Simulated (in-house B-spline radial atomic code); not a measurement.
**Binding energies in Ir9+**

NIST's tabulated ground configuration is [Xe] 4f14; each binding energy is the energy of the ion with one electron taken from that subshell, relaxed, less that of the parent. All numbers are computed (Dirac-Hartree-Fock, average of configuration; Fermi nucleus of rms radius 5.4032 fm) with an all-electron radial atomic-structure program (B-spline basis), not measured. Energies include first-order Breit, QED and recoil terms.

| subshell | X-ray name | binding energy (eV) | -ε (eV) | relaxation (eV) |
| --- | --- | --- | --- | --- |
| 1s | K | 76269 | 76754.1 | 85.8 |
| 2s | L1 | 13588.2 | 13688.0 | 49.5 |
| 2p3/2 | L3 | 11377.9 | 11460.0 | 50.7 |
| 3s | M1 | 3340 | 3376.3 | 26.0 |
| 3p1/2 | M2 | 3073.5 | 3110.1 | 27.1 |
| 3p3/2 | M3 | 2716.9 | 2747.8 | 25.3 |
| 3d3/2 | M4 | 2277.5 | 2309.3 | 28.2 |
| 3d5/2 | M5 | 2201.9 | 2231.8 | 27.5 |
| 4s | N1 | 856 | 866.9 | 8.6 |
| 4p1/2 | N2 | 743 | 753.4 | 8.5 |
| 4p3/2 | N3 | 658.3 | 666.8 | 7.4 |
| 4d3/2 | N4 | 472.7 | 480.4 | 7.2 |
| 4d5/2 | N5 | 457 | 464.1 | 6.9 |
| 5s | O1 | 249.2 | 250.5 | 0.9 |
| 4f5/2 | N6 | 219.5 | 225.7 | 6.4 |
| 4f7/2 | N7 | 216.5 | 222.4 | 6.2 |
| 5p1/2 | O2 | 207.8 | 209.0 | 0.8 |
| 5p3/2 | O3 | 191.9 | 192.7 | 0.7 |

Relaxation = -ε minus the binding energy without Breit, QED and recoil terms.

Emission lines follow as differences of binding energies, with λ = 12398.42 eV·Å / E:

```tsv
line	holes	energy (eV)	wavelength (Å)
K-L3	1s → 2p3/2	64891.1	0.19107
K-M3	1s → 3p3/2	73552.1	0.16857
L3-M5	2p3/2 → 3d5/2	9176.0	1.3512
L1-M3	2s → 3p3/2	10871.3	1.1405
L3-M1	2p3/2 → 3s	8037.9	1.5425
M5-N7	3d5/2 → 4f7/2	1985.4	6.2448
M4-N6	3d3/2 → 4f5/2	2058.0	6.0245
```

Problem. What screening constant σ does Moseley's law, E = (3/4)·13.6057 eV·(Z - σ)², need for K-L3?

Solution. σ = -2.74.

Moseley's non-relativistic formula needs a falling, then negative, screening constant for heavy elements, because relativity binds the 1s electron more strongly than the formula allows.

Problem. What does it cost to remove both a 4s and a 5p3/2 electron?

Solution. 1072.2 eV, which is 24.34 eV more than the two single binding energies together.

Problem. What does it cost to remove both a 3d5/2 and a 4d3/2 electron?

Solution. 2717.5 eV, which is 42.88 eV more than the two single binding energies together.

Problem. What does it cost to remove both a 4s and a 4d5/2 electron?

Solution. 1349.5 eV, which is 36.53 eV more than the two single binding energies together.
